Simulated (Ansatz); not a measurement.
Molecule: AlCl, charge -1, multiplicity 2. 
Coordinates optimised at B3LYP-D3(BJ)/def2-TZVP (Ansatz, a quantum-chemistry and plane-wave program):
```xyz
2

Al     0.0000     0.0000    -1.3272
Cl     0.0000     0.0000     1.0149
```
Charge -1, spin multiplicity 2.

Basis-set convergence of Hartree-Fock and CCSD(T) correlation energies (hartree) with Ansatz. Correlated levels leave the core frozen unless marked. Open shells are spin-unrestricted. No spin-orbit coupling. Non-relativistic.

```
basis        functions       E(HF)  E(corr, CCSD(T))
-----------  ---------  ----------  ----------------
def2-SVPD           51  -701.25393          -0.22680
def2-TZVPPD         99  -701.48837          -0.29118
def2-QZVPPD        155  -701.50940          -0.31473
```

Extrapolating the two largest sets (X = 3 and 4) as X^-3: E(corr) = (64·(-0.31473) - 27·(-0.29118))/37 = -0.3319 Eh, an estimate of the basis-set limit. The largest set recovers 94.8 % of it, the smallest 68.3 %.
